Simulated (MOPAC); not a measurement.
MOPAC input (PM7):

```
PM7 PRECISE GNORM=0.05 LET XYZ CHARGE=-1 GEO-OK AUX(PRECISION=9) THREADS=1
H5O3Si2

O    -0.50769900 1   -1.83231500 1    0.14527100 1
Si   -0.44246900 1   -0.28539800 1    0.07857200 1
O    -1.05433200 1    0.64038500 1    1.35312600 1
O    -1.27354900 1    0.42296900 1   -1.23102900 1
Si    1.78420100 1    0.50641800 1   -0.13197900 1
H    -1.73700600 1    1.23499700 1    1.02861700 1
H    -1.49799300 1   -0.28191100 1   -1.84657100 1
H     1.95653500 1    1.99285100 1   -0.27352800 1
H     2.67136900 1    0.15709500 1    1.02407600 1
H     2.50749500 1   -0.04561800 1   -1.32384200 1
```

Output:

```
 *******************************************************************************
 **                                                                           **
 **                              MOPAC v23.2.5                                **
 **                                                                           **
 *******************************************************************************
 ** MOPAC's Digital Object Identifier: https://doi.org/10.5281/zenodo.6511958 **
 **                                                                           **
 ** Please cite the open-source release paper for use of this MOPAC version:  **
 ** J. E. Moussa and J. J. P. Stewart (2026)                                  **
 ** MOPAC: An open-source semiempirical molecular orbital program             **
 ** J. Open Source Softw., 11(119), 8025, https://doi.org/10.21105/joss.08025 **
 *******************************************************************************

                              PM7 CALCULATION RESULTS

 *******************************************************************************
 *  PM7        - The PM7 Hamiltonian to be used
 *  GEO-OK     - OVERRIDE INTERATOMIC DISTANCE AND OTHER SAFETY CHECKS
 *
 *
 *
 *                 CHARGE ON SYSTEM = -1
 *
 *
 *
 *  LET        - OVERRIDE SOME SAFETY CHECKS
 *  PRECISE    - TIGHTER CRITERIA TO BE USED
 *  XYZ        - CARTESIAN COORDINATE SYSTEM TO BE USED
 *  GNORM      - EXIT WHEN GRADIENT NORM DROPS BELOW 0.050
 *  AUX        - OUTPUT AUXILIARY INFORMATION
 *******************************************************************************
PM7 PRECISE GNORM=0.05 LET XYZ CHARGE=-1 GEO-OK AUX(PRECISION=9) THREADS=1
 H5O3Si2

   ATOM   CHEMICAL          X               Y               Z
  NUMBER   SYMBOL      (ANGSTROMS)     (ANGSTROMS)     (ANGSTROMS)

     1       O         -0.50769900  *  -1.83231500  *   0.14527100  *
     2      Si         -0.44246900  *  -0.28539800  *   0.07857200  *
     3       O         -1.05433200  *   0.64038500  *   1.35312600  *
     4       O         -1.27354900  *   0.42296900  *  -1.23102900  *
     5      Si          1.78420100  *   0.50641800  *  -0.13197900  *
     6       H         -1.73700600  *   1.23499700  *   1.02861700  *
     7       H         -1.49799300  *  -0.28191100  *  -1.84657100  *
     8       H          1.95653500  *   1.99285100  *  -0.27352800  *
     9       H          2.67136900  *   0.15709500  *   1.02407600  *
    10       H          2.50749500  *  -0.04561800  *  -1.32384200  *

          CARTESIAN COORDINATES

    NO.       ATOM           X           Y           Z

     1         O         -0.5077     -1.8323      0.1453
     2        Si         -0.4425     -0.2854      0.0786
     3         O         -1.0543      0.6404      1.3531
     4         O         -1.2735      0.4230     -1.2310
     5        Si          1.7842      0.5064     -0.1320
     6         H         -1.7370      1.2350      1.0286
     7         H         -1.4980     -0.2819     -1.8466
     8         H          1.9565      1.9929     -0.2735
     9         H          2.6714      0.1571      1.0241
    10         H          2.5075     -0.0456     -1.3238

 General Reference for PM7:
 "Optimization of Parameters for Semiempirical Methods VI: More Modifications to the
 NDDO Approximations and Re-optimization of Parameters", J. J. P. Stewart, J. Mol. Mod., 1:32, 19 (2013)
 https://link.springer.com/article/10.1007/s00894-012-1667-x

           Empirical Formula: H5 O3 Si2  =    10 atoms

      MOLECULAR POINT GROUP   :   C1

      RHF CALCULATION, NO. OF DOUBLY OCCUPIED LEVELS = 16

          Geometry optimization using EF

          DIAGONAL MATRIX USED AS START HESSIAN

 CYCLE:     1  GRAD.:   176.978 HEAT: -235.2894
 CYCLE:     2  GRAD.:   200.136 HEAT: -228.5260
 CYCLE:     3  GRAD.:   183.856 HEAT: -227.1954
 CYCLE:     4  GRAD.:    56.818 HEAT: -242.5964
 CYCLE:     5  GRAD.:   177.760 HEAT: -230.8751
 CYCLE:     6  GRAD.:    62.076 HEAT: -243.1645
 CYCLE:     7  GRAD.:   160.179 HEAT: -230.5719
 CYCLE:     8  GRAD.:    29.269 HEAT: -245.4031
 CYCLE:     9  GRAD.:    80.581 HEAT: -242.6684
 CYCLE:    10  GRAD.:    15.034 HEAT: -246.0183
 CYCLE:    11  GRAD.:    29.798 HEAT: -245.6741
 CYCLE:    12  GRAD.:     5.614 HEAT: -246.2225
 CYCLE:    13  GRAD.:     7.261 HEAT: -246.2557
 CYCLE:    14  GRAD.:     5.940 HEAT: -246.3009
 CYCLE:    15  GRAD.:     5.297 HEAT: -246.3157
 CYCLE:    16  GRAD.:     2.249 HEAT: -246.3356
 CYCLE:    17  GRAD.:     2.052 HEAT: -246.3425
 CYCLE:    18  GRAD.:     2.584 HEAT: -246.3511
 CYCLE:    19  GRAD.:     2.665 HEAT: -246.3643
 CYCLE:    20  GRAD.:     0.846 HEAT: -246.3707
 CYCLE:    21  GRAD.:     0.835 HEAT: -246.3741
 CYCLE:    22  GRAD.:     0.704 HEAT: -246.3786
 CYCLE:    23  GRAD.:     0.502 HEAT: -246.3798
 CYCLE:    24  GRAD.:     0.573 HEAT: -246.3814
 CYCLE:    25  GRAD.:     0.787 HEAT: -246.3834
 CYCLE:    26  GRAD.:     0.595 HEAT: -246.3849
 CYCLE:    27  GRAD.:     0.257 HEAT: -246.3857
 CYCLE:    28  GRAD.:     0.253 HEAT: -246.3860
 CYCLE:    29  GRAD.:     0.421 HEAT: -246.3868
 CYCLE:    30  GRAD.:     0.339 HEAT: -246.3872
 CYCLE:    31  GRAD.:     0.900 HEAT: -246.3902
 CYCLE:    32  GRAD.:     0.914 HEAT: -246.3918
 CYCLE:    33  GRAD.:     6.630 HEAT: -246.3641
 CYCLE:    34  GRAD.:     1.393 HEAT: -246.3982
 CYCLE:    35  GRAD.:     0.587 HEAT: -246.4014
 CYCLE:    36  GRAD.:     0.700 HEAT: -246.4037
 CYCLE:    37  GRAD.:     0.437 HEAT: -246.4042
 CYCLE:    38  GRAD.:     0.341 HEAT: -246.4050
 CYCLE:    39  GRAD.:     0.414 HEAT: -246.4052
 CYCLE:    40  GRAD.:     0.234 HEAT: -246.4054
 CYCLE:    41  GRAD.:     0.236 HEAT: -246.4057
 CYCLE:    42  GRAD.:     0.361 HEAT: -246.4060
 CYCLE:    43  GRAD.:     0.420 HEAT: -246.4066
 CYCLE:    44  GRAD.:     0.219 HEAT: -246.4072
 CYCLE:    45  GRAD.:     0.373 HEAT: -246.4076
 CYCLE:    46  GRAD.:     0.609 HEAT: -246.4082
 CYCLE:    47  GRAD.:     1.273 HEAT: -246.4097
 CYCLE:    48  GRAD.:     0.942 HEAT: -246.4110
 CYCLE:    49  GRAD.:     1.369 HEAT: -246.4134
 CYCLE:    50  GRAD.:     0.883 HEAT: -246.4149
 CYCLE:    51  GRAD.:     0.529 HEAT: -246.4158
 CYCLE:    52  GRAD.:     0.290 HEAT: -246.4162
 CYCLE:    53  GRAD.:     0.082 HEAT: -246.4164
 CYCLE:    54  GRAD.:     0.097 HEAT: -246.4164
 CYCLE:    55  GRAD.:     0.059 HEAT: -246.4164
 CYCLE:    56  GRAD.:     0.072 HEAT: -246.4164
 CYCLE:    57  GRAD.:     0.024 HEAT: -246.4164

     GRADIENT =  0.02407 IS LESS THAN CUTOFF =  0.05000

 -------------------------------------------------------------------------------
 PM7 PRECISE GNORM=0.05 LET XYZ CHARGE=-1 GEO-OK AUX(PRECISION=9) THREADS=1
 H5O3Si2

     GEOMETRY OPTIMISED USING EIGENVECTOR FOLLOWING (EF).
     SCF FIELD WAS ACHIEVED

                              PM7 CALCULATION
                                                       MOPAC v23.2.5 Linux

          FINAL HEAT OF FORMATION =       -246.41641 KCAL/MOL =   -1031.00626 KJ/MOL

          COSMO AREA              =        133.23 SQUARE ANGSTROMS
          COSMO VOLUME            =        126.90 CUBIC ANGSTROMS

          GRADIENT NORM           =          0.02407          =       0.00761 PER ATOM
          IONIZATION POTENTIAL    =          4.576264 EV
          HOMO LUMO ENERGIES (EV) =         -4.576  5.803
          NO. OF FILLED LEVELS    =         16
          MOLECULAR WEIGHT        =        109.2087         POINT GROUP:  C1

          MOLECULAR DIMENSIONS (Angstroms)

            Atom       Atom       Distance
            H     9    H     7     5.14500
            H    10    H     6     4.55836
            O     1    H     8     3.97309

          SCF CALCULATIONS        =         58

   ATOM   CHEMICAL          X               Y               Z
  NUMBER   SYMBOL      (ANGSTROMS)     (ANGSTROMS)     (ANGSTROMS)

     1       O         -0.50716170  *  -1.75489705  *   0.17481624  *
     2      Si         -0.37893700  *  -0.29986861  *   0.05327194  *
     3       O         -1.05546530  *   0.55365582  *   1.30769502  *
     4       O         -1.14362121  *   0.39623623  *  -1.25798129  *
     5      Si          1.72932481  *   0.50261431  *  -0.12946714  *
     6       H         -1.58471795  *   1.32719246  *   1.19881547  *
     7       H         -1.76340879  *  -0.07224455  *  -1.79557274  *
     8       H          1.76994821  *   1.94473827  *  -0.36122362  *
     9       H          2.48186487  *   0.23546650  *   1.09475698  *
    10       H          2.43573563  *  -0.13766577  *  -1.23705444  *

                             CARTESIAN COORDINATES

   1    O       -0.507161700    -1.754897055     0.174816239
   2   Si       -0.378937003    -0.299868606     0.053271941
   3    O       -1.055465303     0.553655820     1.307695019
   4    O       -1.143621214     0.396236231    -1.257981290
   5   Si        1.729324812     0.502614306    -0.129467145
   6    H       -1.584717950     1.327192463     1.198815469
   7    H       -1.763408793    -0.072244546    -1.795572737
   8    H        1.769948209     1.944738271    -0.361223623
   9    H        2.481864868     0.235466502     1.094756983
  10    H        2.435735627    -0.137665767    -1.237054444

           Empirical Formula: H5 O3 Si2  =    10 atoms

      MOLECULAR POINT GROUP   :   C1

                  EIGENVALUES
 -24.09342 -23.77196 -22.24736 -14.64280 -12.51782 -12.20337  -9.05724  -8.76986
  -8.18537  -8.08694  -7.86542  -7.11655  -6.64119  -5.87301  -5.54182  -4.57626
   5.80314   6.29056   6.94876   7.26779   7.54351   9.54806  10.98143  11.62654
  13.70704  25.04333  25.16424  25.84973  25.89707  26.21193  31.05000  31.49655
  31.84382  32.82174  33.21214

              NET ATOMIC CHARGES AND DIPOLE CONTRIBUTIONS

  ATOM NO.   TYPE          CHARGE      No. of ELECS.   s-Pop       p-Pop       d-Pop
    1          O          -0.635293        6.6353     1.80194     4.83335
    2         Si           0.521472        3.4785     0.72454     2.34959     0.40440
    3          O          -0.707428        6.7074     1.71922     4.98821
    4          O          -0.729783        6.7298     1.72409     5.00569
    5         Si          -0.070764        4.0708     0.89763     3.07112     0.10201
    6          H           0.331380        0.6686     0.66862
    7          H           0.334182        0.6658     0.66582
    8          H          -0.018121        1.0181     1.01812
    9          H          -0.011468        1.0115     1.01147
   10          H          -0.014178        1.0142     1.01418
 DIPOLE           X         Y         Z       TOTAL
 POINT-CHG.     1.708     2.817    -1.293     3.539
 HYBRID        -1.556     0.250    -0.079     1.578
 SUM            0.152     3.067    -1.372     3.363

          ATOMIC ORBITAL ELECTRON POPULATIONS

     Atom    s        px        py        pz      x^2-y^2     xz        z^2       yz        xy
    1  O   1.80194   1.72341   1.43756   1.67238
    2 Si   0.72454   0.90314   0.76615   0.68031   0.08226   0.05561   0.07404   0.10586   0.08664
    3  O   1.71922   1.72859   1.54944   1.71017
    4  O   1.72409   1.66377   1.70775   1.63418
    5 Si   0.89763   1.13948   0.97319   0.95845   0.02727   0.03223   0.01886   0.01181   0.01183
    6  H   0.66862
    7  H   0.66582
    8  H   1.01812
    9  H   1.01147
   10  H   1.01418

 **********************
 *                    *
 * JOB ENDED NORMALLY *
 *                    *
 **********************

 == MOPAC DONE ==
```

The dipole moment of an ion depends on the origin.

The geometry given is a B3LYP-D3(BJ)/def2-TZVP minimum.
